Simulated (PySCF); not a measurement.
Species: C3H5O2 (charge -1, singlet). It need not be the lowest isomer of its formula. Whether it binds its extra electron was not tested at this geometry. SMILES: C[CH-]C(=O)O
Geometry from a B3LYP-D3(BJ)/def2-TZVP (Ansatz) optimisation:
```xyz
10

C     -1.9772     0.1929     0.3800
C     -0.6887     0.6023    -0.2628
C      0.4707    -0.1008    -0.0499
O      0.7008    -1.1243     0.6451
O      1.6152     0.4206    -0.7374
H     -2.4103     0.9599     1.0463
H     -1.8004    -0.6968     0.9903
H     -2.7762    -0.0628    -0.3385
H     -0.6608     1.4698    -0.9109
H      2.2911    -0.2075    -0.4521
```
Charge -1, spin multiplicity 1.

Dispersion corrections to the total energy (kcal/mol) from the dftd3 and dftd4 libraries through PySCF: D3(BJ) without and D4 with the three-body term, each with the damping fitted for the functional named.

```json
[
 {"functional": "PW6B95", "D3(BJ)": "-1.75", "D4": "-3.78"},
 {"functional": "r2SCAN", "D3(BJ)": "-1.07", "D4": "-1.11"},
 {"functional": "B2PLYP", "D3(BJ)": "-2.94", "D4": "[?]"},
 {"functional": "BP86", "D3(BJ)": "-5.82", "D4": "[?]"},
 {"functional": "CAM-B3LYP", "D3(BJ)": "-2.82", "D4": "-3.60"},
 {"functional": "PBE0", "D3(BJ)": "-3.29", "D4": "-3.63"},
 {"functional": "B3LYP", "D3(BJ)": "[?]", "D4": "-6.94"}
]
```

Question: What belongs in the gaps?

Answer: 
- B2PLYP, D4: -3.04
- BP86, D4: -5.61
- B3LYP, D3(BJ): -6.61
